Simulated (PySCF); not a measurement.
**Working out the excitation energy of Sb(2+)**

Sb(2+) [Kr] 4d10 5s2 5p1 (2P) → Sb(2+) [Kr] 4d10 5s1 5p2 (4P). Computed with PySCF 2.14 in x2c-TZVPPall, with scalar relativity by spin-free X2C-1e. Frozen: [Kr] 4d10. Energies in hartree (1 hartree = 27.21139 eV):

```
            part  Sb(2+) (lower)  Sb(2+) (upper)
             UHF    -6477.048765    -6476.842115
CCSD correlation       -0.044988       -0.010076
             (T)       -0.000566       -0.000045
```

**Question.** What does Hartree-Fock give?

**Answer.** (-6476.842115) − (-6477.048765) = 0.206650 hartree = 5.623 eV.

**Question.** What do CCSD and CCSD(T) give?

**Answer.** The CCSD correlation energies differ by 0.034912 hartree = 0.950 eV and the triples by 0.000521 hartree = 0.014 eV, so CCSD gives 6.573 eV and CCSD(T) 6.587 eV.
